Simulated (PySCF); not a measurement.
**C₆ coefficients of unlike pairs at UHF**

Calculated with PySCF 2.14 from the dipole response of each species, C₆(A,B) = (3/π) ∫ α_A(iu) α_B(iu) du, in atomic units, from isotropic polarisabilities. For ions this is the dispersion term alone; charge-induced terms of lower order in 1/R come first.

| species | configuration | basis | relativity | α (bohr³) | C₆ (like pair) |
| --- | --- | --- | --- | --- | --- |
| Tc | [Kr] 4d5 5s2 (6S) | aug-cc-pVTZ-PP with ECP28MDF (6s6p5d3f2g) | core potential | 137.4 | 1566 |
| As | [Ar] 3d10 4s2 4p3 (4S) | aug-cc-pVQZ-PP with ECP10MDF (7s6p5d3f2g) | core potential | 30.33 | 256.6 |
| Cl | [Ne] 3s2 3p5 (2P) | aug-cc-pVQZ-DK (7s6p4d3f2g) | spin-free X2C | 14.19 | 89.05 |
| Br²⁺ | [Ar] 3d10 4s2 4p3 (4S) | aug-cc-pVTZ-PP with one added diffuse shell each of s, d, f type with ECP10MDF (7s5p5d3f) | core potential | 8.404 | 39.95 |

Task: Estimate C₆ for As with Tc.

Result: The integral gives 578.0. The combination rule 2 C_A C_B / (C_A α_B/α_A + C_B α_A/α_B) gives 532.9 and the geometric mean 634.0.

No spin-orbit coupling is included.

The other pairs:

| pair | C₆ |
| --- | --- |
| Br²⁺, Tc | 196.1 |
| Cl, As | 147.9 |
| Br²⁺, As | 96.29 |
| Cl, Tc | 310.5 |
| Br²⁺, Cl | 59.28 |
